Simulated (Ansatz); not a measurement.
Stepwise reaction of `C=C[Si](N)(N)Cl` with hydrogen, as a gas-phase model of exchange steps in deposition or etching. ΔE in kJ/mol.

Calculated with Ansatz (gas phase, PBE0-D4/def2-TZVP geometries, no zero-point term in ΔE). CBS: MP2 limit from def2 TZ/QZ plus the TZ coupled-cluster correction, frozen cores. This one scheme is used for every species. DFT in def2-TZVPP. B3LYP here is the variant with VWN-RPA as its local correlation; programs differ in this. One conformer a species, not always the lowest.

```csv
step,reaction,PBE-D4,B3LYP-D4,ωB97M-V,CCSD(T)/CBS
2,`C=C[SiH](N)Cl` + H₂ → `C=C[SiH2]Cl` + NH₃,46.2,48.4,49.5,47.9
```

Problem. Give the row of step 1, `C=C[Si](N)(N)Cl` + H₂ → `C=C[SiH](N)Cl` + NH₃. (Estimate.)

Solution. The calculation gave: 
```tsv
step	reaction	PBE-D4	B3LYP-D4	ωB97M-V	CCSD(T)/CBS
1	`C=C[Si](N)(N)Cl` + H₂ → `C=C[SiH](N)Cl` + NH₃	44.6	48.2	49.1	48.3
```

Problem. By hand: ΔE of the 2 steps together at CCSD(T)/CBS.

Solution. (48.3) + (47.9) = 96.2 kJ/mol, or 48.1 kJ/mol a step.

In ΔE the steps differ by no more than 0.4 kJ/mol. All are uphill at CCSD(T)/CBS. PBE-D4 differs from CCSD(T)/CBS by -3.7 to -1.7 kJ/mol a step. Isolated molecules leave out the surface, adducts and barriers. Largest T1 diagnostic: 0.010.
